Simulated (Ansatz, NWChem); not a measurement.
# Heat of formation of H2Te (hydrogen telluride) from total energies

H2Te: 3 atoms, total charge 0, spin state singlet. SMILES: `[TeH2]`. The coordinates come from a PBE0-D4/def2-TZVP relaxation.

```xyz
3

Te    0.5790   -0.4640    0.2590
H     0.2517    1.1592    0.2661
H    -0.8416   -0.7601   -0.5383
```

Total energies at MP2/def2-TZVPPD (core potential), 4 core orbitals frozen (NWChem 7.3.0); the atoms run unrestricted:

| species | state | energy (Eh) |
| --- | --- | --- |
| H2Te | singlet | -268.633248 |
| Te | triplet | -267.416923 |
| H | doublet | -0.499810 |

Harmonic wavenumbers at PBE0-D4/def2-TZVP, in cm⁻¹: 891, 2164, 2172.

Measured heats of formation of the gaseous atoms at 298.15 K, in kJ/mol: Te 196.7, H 218.0. Spin-orbit lowering of the atoms at 298 K (mean of the ground term's levels less their thermal mean, from spectra), in kJ/mol: Te 25.20. Take 1 Eh = 2625.50 kJ/mol, 1 cm⁻¹ = 0.0119627 kJ/mol, RT = 2.479 kJ/mol.

**Question.** What heat of formation follows?

**Answer.** 
1. Electronic atomisation energy: (-267.416923) + 2 × (-0.499810) − (-268.633248) = 0.216705 Eh = 569.0 kJ/mol.
2. Zero-point energy: half the sum of the wavenumbers, 2613.5 cm⁻¹ = 31.3 kJ/mol.
3. Thermal vibrational enthalpy, Σ hcν̃/(exp(hcν̃/kT) − 1): 0.1 kJ/mol. Translation, rotation and pV of a non-linear molecule: 4 RT = 9.9 kJ/mol.
4. The 3 free atoms carry 5/2 RT each: 18.6 kJ/mol.
5. Spin-orbit coupling lowers the free atoms by 25.20 = 25.2 kJ/mol.
6. Atomisation enthalpy at 298 K: 569.0 − 25.2 − 31.3 − 0.1 − 9.9 + 18.6 = 521.1 kJ/mol.
7. Sum of the atoms' heats of formation: 632.7 kJ/mol. Heat of formation: 632.7 − 521.1 = +111.6 kJ/mol.

The tabulated value is +99.6 kJ/mol (CRC Handbook of Chemistry and Physics), so this level is off by +12.0 kJ/mol, or 2.3 % of the atomisation enthalpy. Perturbation theory converges slowly with the basis for atomisation. Anharmonicity and any spin-orbit splitting of the molecule are left out, and so is core correlation.
